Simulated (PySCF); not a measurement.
**Exercise with solution: oscillator strength and radiative lifetime**

Te(F)(OSiH3) (FH₃OSiTe), SMILES F[Te]O[SiH3].

Geometry optimised at PBE-D3(BJ)/def2-SVP. The def2 effective core potentials stand for the cores of Te; spin–orbit coupling is left out. One conformer was computed; it need not be the lowest.

TDA-LC-ωPBE/def2-SVPD (PySCF 2.14.0) puts the first singlet state with f over 0.02 at 6.41 eV (vertical), with the transition dipole (-0.037, -0.293, 0.831) in atomic units.

**Question.** Find the oscillator strength, the wavelength and the radiative lifetime that this transition would have in vacuum if emission retraced absorption.

**Answer.** 
|μ|² = 0.7778 au, so |μ| = 2.24 D. ΔE = 6.41/27.211 = 0.2356 hartree. f = (2/3) ΔE |μ|² = 0.122 (the program prints 0.122).
λ = 1239.84/6.41 = 193 nm; ν = 51700 cm⁻¹.
Einstein's coefficient A = 0.6670 ν² f s⁻¹ (ν in cm⁻¹) = 2.2e8 s⁻¹, so τ = 1/A = 4.6 ns. This state is S4; the lower singlets have f = 0.000, 0.004, 0.005. The figure is the radiative limit of this one transition; relaxation, internal conversion, crossing to triplets and a medium change what is measured.
